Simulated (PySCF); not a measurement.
# Assigning NMR signals

Numbering as in the mapped SMILES `[CH3:1][CH2:2][CH2:3][O:4][C:5]([CH3:6])=[O:7]`. Hydrogens are named by the atom that carries them.

One conformer, fast rotation and ring inversion assumed for equivalent nuclei, non-relativistic Hamiltonian, in vacuum. Spin–spin couplings from B3LYP/pcJ-1 (without the spin–dipole term); NMR shieldings at CAM-B3LYP/pcSseg-1/GIAO; coordinates at the PBE0-D3(BJ)/def2-SVP level; PySCF.

Scale: 13C and 1H against TMS (reference shieldings calculated alike).

Question: Assign these signals to the numbered atoms. 13C{1H} NMR (computed): δ 178.3, 67.6, 24.5, 22.5, 10.7.

Answer: 
```tsv
δ (ppm)	atoms	environment	reason
178.3	C5	ester carbonyl carbon	lone-pair donation from the attached heteroatom keeps it upfield of a ketone carbonyl
67.6	C3	sp3 CH2 bonded to O	pulled downfield by the heteroatom
24.5	C2	sp3 CH2	a saturated carbon with 2 carbon neighbours and no heteroatom attached
22.5	C6	methyl carbon α to a carbonyl	the adjacent C=O deshields it moderately
10.7	C1	methyl carbon	aliphatic region, no heteroatom directly attached
```

C2 and C6 lie closer than the usual error of such a calculation, so a measured spectrum could show them in the other order.

Question: Assign these signals to the numbered atoms. 1H NMR (600 MHz, computed): δ 3.83 (t, J = 8.1 Hz, 2H), 1.97 (s, 3H), 1.52 (sext, J = 8.3 Hz, 2H), 0.88 (t, J = 8.5 Hz, 3H).

Answer: 
3.83 → H(C3), hydrogen on an sp3 CH2 bonded to O: its carbon carries O, which withdraws density
1.97 → H(C6), hydrogen on a methyl carbon α to a carbonyl: α to C=O
1.52 → H(C2), hydrogen on an sp3 CH2
0.88 → H(C1), hydrogen on a methyl carbon: far from electronegative atoms and π systems

Multiplet labels drop couplings under 1 Hz and merge nearly equal ones. Unscaled 3J(H,H) at this level run about 10 % above measured values. Shifts are as computed, not scaled to solution data. Of 1211 compounds with measured shifts, 218 miss one by over three times the rms of a fit or turn the order of signals round; such compounds aren't used in these exercises. Vicinal H,H couplings across rotating CH2–CH2 and CH–CH2 bonds are estimated from the computed gauche and anti values for equal rotamer populations, (2 J gauche + J anti)/3.
